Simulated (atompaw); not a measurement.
**Logarithmic derivatives: Co (Z = 27), PAW (atompaw)**

atompaw 4.2.0.5 input, output lines left out:

```
Co 27
GGA-PBE scalarrelativistic loggrid 1500 logderivrange -10 5 376
4 4 3 0 0 0
4 0 1.5
4 1 0.5
3 2 7
0 0 0
c
c
v
v
c
v
v
v
2
1.80 1.45 1.20 0.95
n
n
y
0.1
n
bloechl sinc
bessel
```

The phase is arctan(r·u′/u) with u = r·R(r), unwrapped; energies in Ry, scanned from -10 to 5 Ry. A pole is an energy at which the radial function vanishes at the test radius. The pseudo phase is shifted by a multiple of π to meet the all-electron one at the reference energy, and phase errors are pseudo minus all-electron; the curves can meet again beyond the range given. Levels narrower than the energy grid can be missing from the lists of poles.

Problem. For each channel, where are the poles, and over which energies does the pseudopotential scatter like the atom?

Solution.

| channel | radius (bohr) | reference energy (Ry) | poles, all-electron | poles, pseudo | unbroken range about the reference energy with phases within 0.05 rad | phase error 1 Ry above the reference energy (rad) |
| --- | --- | --- | --- | --- | --- | --- |
| s | 1.80 | -0.45 | -7.48 | -7.48 | the whole range | -0.001 |
| p | 1.80 | -0.13 | -4.70 | -4.70 | the whole range | +0.001 |
| d | 1.80 | -0.67 | -0.13 | -0.13 | below 3.8 | +0.000 |

Phases in the p channel:

```
E (Ry)  all-electron  pseudo
-10.00         1.380   1.380
 -9.52         1.374   1.374
 -9.04         1.367   1.367
 -8.56         1.359   1.359
 -8.08         1.349   1.350
 -7.60         1.338   1.338
 -7.12         1.323   1.323
 -6.64         1.303   1.303
 -6.16         1.270   1.270
 -5.68         1.198   1.198
 -5.20         0.759   0.760
 -4.72        -1.553  -1.553
 -4.24        -1.719  -1.718
 -3.76        -1.774  -1.774
 -3.28        -1.810  -1.810
 -2.80        -1.840  -1.840
 -2.32        -1.871  -1.871
 -1.84        -1.906  -1.906
 -1.36        -1.946  -1.946
 -0.88        -1.998  -1.998
 -0.40        -2.065  -2.065
  0.08        -2.160  -2.160
  0.56        -2.301  -2.301
  1.04        -2.525  -2.524
  1.52        -2.883  -2.880
  2.00        -3.364  -3.358
  2.48        -3.802  -3.795
  2.96        -4.093  -4.087
  3.44        -4.274  -4.269
  3.92        -4.391  -4.386
  4.40        -4.472  -4.467
  4.88        -4.531  -4.526
```
